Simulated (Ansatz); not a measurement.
Program: Ansatz 0.2.0.

Basis-set series for `FB1CC=N1`. Total charge 0; spin multiplicity 1. All single points use the PBE0-D4/def2-TZVP geometry.

```xyz
8

F    -0.562    2.178    0.682
B    -0.163    0.947    0.483
C    -0.498   -0.212   -0.556
C     0.719   -0.681    0.214
N     0.930    0.203    1.132
H    -1.392   -0.813   -0.381
H    -0.372   -0.051   -1.629
H     1.337   -1.570    0.055
```

| functional | basis | functions | energy (Eh) | HOMO (eV) | LUMO (eV) |
| --- | --- | --- | --- | --- | --- |
| PBE0-D4 | def2-TZVPP | 197 | -257.30928 | -7.85 | -1.47 |
| PBE0-D4 | def2-QZVPP | 375 | -257.32315 | -7.87 | -1.51 |
| ωB97M-V | def2-TZVPP | 197 | -257.51220 | -10.24 | 0.77 |
| ωB97M-V | def2-QZVPP | 375 | -257.52509 | -10.26 | 0.70 |

(1) Give the rows for def2-SVP. (An estimate is asked.)

## Answers

(1) The calculation gave: 
| functional | basis | functions | energy (Eh) | HOMO (eV) | LUMO (eV) |
| --- | --- | --- | --- | --- | --- |
| PBE0-D4 | def2-SVP | 85 | -257.01497 | -7.71 | -1.35 |
| ωB97M-V | def2-SVP | 85 | -257.20926 | -10.09 | 0.96 |

Positive LUMOs are unbound and depend on the basis.
